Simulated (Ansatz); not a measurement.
`P[PH][GaH2]` + `N=C(F)F` → `FC(F)=NP` + `[PH2][GaH2]` at 700 K and 1 bar (cleavage of the P–P bond).

Isolated molecules relaxed with PBE0-D4/def2-TZVP in Ansatz; ΔE leaves out vibrations. CCSD(T)/CBS is the MP2 limit (def2-TZVPP, def2-QZVPP) plus CCSD(T) − MP2 in def2-TZVPP, frozen cores. For Ga outer-core shells are correlated without core-valence functions, which leaves a few kJ/mol of doubt a bond. Scalar relativity is left out up to krypton. One conformer a species, not always the lowest.

```json
{"species": "`P[PH][GaH2]`", "CCSD(T)/CBS energy (Eh)": "-2608.80809", "H − E (kJ/mol)": "176.7", "S (J/(mol·K))": "434.8"}
{"species": "`N=C(F)F`", "CCSD(T)/CBS energy (Eh)": "-292.91376", "H − E (kJ/mol)": "108.1", "S (J/(mol·K))": "323.5"}
{"species": "`FC(F)=NP`", "CCSD(T)/CBS energy (Eh)": "-634.44314", "H − E (kJ/mol)": "148.2", "S (J/(mol·K))": "401.2"}
{"species": "`[PH2][GaH2]`", "CCSD(T)/CBS energy (Eh)": "-2267.26620", "H − E (kJ/mol)": "129.7", "S (J/(mol·K))": "362.4"}
```

H − E and S are ideal-gas, rigid-rotor, harmonic terms from PBE0-D4/def2-TZVP, for one conformer and one mirror image of each species. 1 Eh = 2625.50 kJ/mol, R = 8.31446 J/(mol·K).

Problem. By hand: ΔE, ΔH, ΔS and ΔG.

Solution. ΔE = (-634.44314) + (-2267.26620) − (-2608.80809) − (-292.91376) = 0.01251 Eh = 32.8 kJ/mol. Δ(H − E) = 148.2 + 129.7 − 176.7 − 108.1 = -6.9, so ΔH = 25.9 kJ/mol. ΔS = 401.2 + 362.4 − 434.8 − 323.5 = 5.3 J/(mol·K). ΔG = 25.9 − 700 × (5.3)/1000 = 22.2 kJ/mol.

Problem. By hand: the equilibrium constant, and the temperature at which ΔG would vanish if ΔH and ΔS stayed fixed.

Solution. log₁₀ K = −ΔG/(RT ln 10) = -1.7. ΔG = 0 at ΔH/ΔS = 4887 K, far beyond where these terms or the molecules hold.

The number of gas molecules stays the same, so ΔS is small and ΔH decides. A doubt of 5 kJ/mol in ΔE shifts log₁₀ K by 0.4 here. Other conformers and mirror images would add mixing entropy, several J/(mol·K) or more a flexible species. These are equilibria of isolated gas molecules and say nothing of rates. Largest T1 diagnostic: 0.014 (customary marks: 0.02 for closed shells, 0.045 for open ones).
